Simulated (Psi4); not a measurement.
A dimer, HF ··· H4OSi (SMILES F and O[SiH3]); the first 2 atoms form monomer A.

```
8

F      0.4622     0.0000     0.0000
H     -0.4622     0.0000     0.0000
Si    -3.2105    -1.0545    -0.0325
O     -2.0929     0.1580     0.0752
H     -4.2131    -0.7816    -1.0922
H     -3.9366    -1.2446     1.2479
H     -2.4501    -2.2752    -0.3638
H     -2.3946     1.0440     0.2879
```

Question: What interaction energy does SAPT0/jun-cc-pVDZ, frozen core in Psi4 give, and which attractive term is the largest?

Answer: Total -36.86 kJ/mol: electrostatics -64.89, exchange 65.27, induction -27.20, dispersion -10.04. The most attractive term is electrostatics.
